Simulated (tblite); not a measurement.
Input of a run (GFN2-xTB geometry optimisation, gas phase (tblite 0.8.0)), started from a force field or distance geometry:
```
{"job": {"kind": "relax", "xc": "GFN2-xTB", "basis": "xTB"}, "charge": 1, "multiplicity": 1}
C     -2.714700    -1.286900     1.529900
C     -2.009100    -0.566000     0.865200
C     -1.121500     0.293900     0.087000
C     -1.732600     0.606300    -1.252500
C     -2.856200     1.343400    -1.208700
Si     0.596100    -0.369300    -0.012900
C      0.827500    -2.216200    -0.124000
C      1.959000     0.638200     0.804800
C      3.032600     1.073800    -0.172800
H     -3.364400    -1.911400     2.104600
H     -1.094900     1.297700     0.601200
H     -1.305000     0.243100    -2.162200
H     -3.331600     1.588300    -2.170600
H     -3.274600     1.694300    -0.272800
H      0.634300    -2.695700     0.873400
H      0.137100    -2.709800    -0.815800
H      1.888700    -2.467200    -0.385900
H      1.494300     1.589900     1.176500
H      2.364200     0.142400     1.693800
H      2.537500     1.483300    -1.092300
H      3.553100     1.936200     0.329800
H      3.769800     0.311100    -0.396800
```

Output (eV, eV/Å):
```
step      E/eV     max force
  0    -678.00898    2.359
  1    -678.19871    2.245
  2    -678.23331    3.805
  3    -678.32161    1.292
  4    -678.36836    0.665
  5    -678.40717    0.533
  6    -678.44366    0.361
  7    -678.45322    0.348
  8    -678.47406    0.285
  9    -678.48616    0.250
 10    -678.49603    0.166
 11    -678.50110    0.142
 12    -678.50513    0.158
 13    -678.50873    0.159
 14    -678.51200    0.121
 15    -678.51477    0.116
 16    -678.51758    0.131
 17    -678.52056    0.142
 18    -678.52332    0.120
 19    -678.52573    0.102
 20    -678.52816    0.097
 21    -678.53113    0.155
 22    -678.53482    0.151
 23    -678.53894    0.159
 24    -678.54333    0.176
 25    -678.54845    0.180
 26    -678.55453    0.238
 27    -678.56082    0.195
 28    -678.56641    0.159
 29    -678.57103    0.140
 30    -678.57532    0.178
 31    -678.57999    0.173
 32    -678.58448    0.146
 33    -678.58778    0.108
 34    -678.58989    0.090
 35    -678.59145    0.094
 36    -678.59279    0.087
 37    -678.59377    0.088
 38    -678.59466    0.079
 39    -678.59527    0.065
 40    -678.59591    0.053
 41    -678.59645    0.069
 42    -678.59738    0.081
 43    -678.59814    0.068
 44    -678.59880    0.054
 45    -678.59937    0.051
 46    -678.60006    0.052
 47    -678.60085    0.069
 48    -678.60162    0.064
 49    -678.60225    0.050
 50    -678.60284    0.041
 51    -678.60344    0.049
 52    -678.60395    0.054
 53    -678.60435    0.054
 54    -678.60474    0.049
 55    -678.60525    0.052
 56    -678.60591    0.069
 57    -678.60666    0.067
 58    -678.60739    0.062
 59    -678.60825    0.074
 60    -678.60953    0.075
 61    -678.61138    0.104
 62    -678.61372    0.132
 63    -678.61623    0.137
 64    -678.61891    0.101
 65    -678.61859    0.385
 66    -678.62297    0.103
 67    -678.62439    0.093
 68    -678.62712    0.128
 69    -678.62832    0.131
 70    -678.63311    0.124
 71    -678.63550    0.091
 72    -678.63542    0.211
 73    -678.63782    0.077
 74    -678.63869    0.070
 75    -678.64152    0.105
 76    -678.64251    0.088
 77    -678.64449    0.084
 78    -678.64547    0.096
 79    -678.64627    0.079
 80    -678.64689    0.112
 81    -678.64776    0.061
 82    -678.64852    0.054
 83    -678.64906    0.066
 84    -678.65011    0.073
 85    -678.65118    0.088
 86    -678.65243    0.097
 87    -678.65348    0.066
 88    -678.65437    0.066
 89    -678.65511    0.094
 90    -678.65588    0.081
 91    -678.65672    0.076
 92    -678.65752    0.068
 93    -678.65808    0.052
 94    -678.65884    0.059
 95    -678.65955    0.067
 96    -678.66019    0.060
 97    -678.66067    0.051
 98    -678.66107    0.039
 99    -678.66155    0.049
100    -678.66229    0.069
101    -678.66331    0.109
102    -678.66438    0.072
103    -678.66522    0.071
104    -678.66583    0.062
105    -678.66627    0.056
106    -678.66663    0.116
107    -678.66686    0.132
108    -678.66707    0.037
109    -678.66718    0.028
110    -678.66726    0.038
111    -678.66739    0.030
112    -678.66755    0.026
113    -678.66774    0.028
114    -678.66793    0.036
115    -678.66809    0.033
116    -678.66824    0.027
117    -678.66840    0.027
118    -678.66858    0.031
119    -678.66878    0.036
120    -678.66901    0.037
121    -678.66931    0.043
122    -678.66972    0.053
123    -678.67026    0.057
124    -678.67071    0.054
125    -678.67099    0.045
126    -678.67119    0.040
127    -678.67138    0.035
128    -678.67167    0.032
129    -678.67189    0.030
130    -678.67209    0.027
131    -678.67220    0.019
132    -678.67227    0.015
133    -678.67231    0.014
134    -678.67233    0.009
```

Problem. Summarise the run.

Solution. The energy falls by 0.663 eV over 134 L-BFGS steps, the largest force on an atom goes from 2.36 to 0.009 eV/Å, and the atoms move by 0.672 Å rms after alignment. The bond that changes most is C3–Si6 (ends: sp3 carbon bound to silicon; silicon bonded to 3 C), which lengthens by 0.068 Å. Bonds longer at the end by more than 0.005 Å: 6 of 21; shorter: 12. Among the angles that change most is C3–C4–C5, from 115.1° to 123.4°. Among the dihedrals that turn most is C2–C3–C4–H12, from -113° to -40°. The energy rose by more than 1e-5 eV at steps 65 and 72. The first step brought 29 % of the lowering.

Problem. What are the final bond lengths?

Solution. C1≡C2 1.196 Å, C2–C3 1.455 Å, C3–C4 1.519 Å, C4=C5 1.319 Å, C3–Si6 1.912 Å, Si6–C7 1.883 Å, Si6–C8 1.894 Å, C8–C9 1.537 Å, C1–H10 1.050 Å, C3–H11 1.099 Å, C4–H12 1.080 Å, C5–H13 1.076 Å, C5–H14 1.078 Å, C7–H15 1.091 Å, C7–H16 1.092 Å, C7–H17 1.090 Å, C8–H18 1.096 Å, C8–H19 1.094 Å, C9–H20 1.086 Å, C9–H21 1.086 Å, C9–H22 1.086 Å. Numbering counts from 1 in the input's order; the species is `C#C[C@H](C=C)[Si+](C)CC`.

The run took 2.2 s wall on one thread of an Arm Neoverse N1, on a shared host.

GFN2-xTB frequencies show an imaginary mode (50i cm⁻¹), so the point is no minimum at that level. 3 starts were optimised and ended at 0.00, 0.03 and 0.32 kcal/mol (GFN2-xTB); the lowest of these is shown.

One conformer stands for the species.

The numbers are calculated, not measured.
